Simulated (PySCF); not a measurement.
# Spin states of Sb2

Unrestricted PBE0; basis Sb cc-pVTZ-PP with ECP28; scalar-relativistic core potentials; PySCF 2.14. Outer shells of the fragments: Sb 4d10 5s2 5p3; Sb 4d10 5s2 5p3.

Followed along the bond (rough minima from three points):

| 2Ms+1 | unpaired | ⟨S²⟩ at the start | R at minimum (Å) | Te (eV) |
| --- | --- | --- | --- | --- |
| 1 | none | 0.00 | 2.47 | 0.00 |
| 3 | π ↑↑ | 2.01 | 2.66 | 1.76 |
| 1 | π ↑↓ | 1.01 | 2.66 | 1.89 |
| 3 | π ↑↑ | 2.18 | none in the scan | ≤ 1.26 |
| 5 | π ↑↑↑↑ | 6.01 | none in the scan | ≤ 1.67 |

Solutions found at the starting distance of 2.730 Å, counted from the lowest of them; the search is not exhaustive and high or unbound solutions are not listed, so other states can lie among these:

```csv
2Ms+1,unpaired,term,E (eV),⟨S²⟩,⟨Lz²⟩
1,none,¹Σ⁺,0.00,0.00,0.00
3,π ↑↑,mixed,0.77,2.18,2.02
3,π ↑↑,mixed,1.29,2.01,2.01
5,π ↑↑↑↑,⁵Σ⁺,1.34,6.01,0.00
1,π ↑↓,mixed,1.42,1.01,2.02
1,π ↑↑↓↓,mixed,1.96,2.02,4.05
3,"σ ↑, π ↑",³Π,1.97,2.01,1.01
1,"σ ↓, π ↑",mixed,2.14,1.01,1.01
5,"σ ↑, π ↑↑↑",⁵Π,2.42,6.01,1.01
3,"σ ↑, π ↑↑↓",mixed,2.92,3.02,3.03
```

A term symbol is given only where ⟨S²⟩ and ⟨Lz²⟩ are close to those of a pure state; real π, δ and φ orbitals otherwise mix terms, and g/u labels are left off.

Spin–orbit coupling is left out.
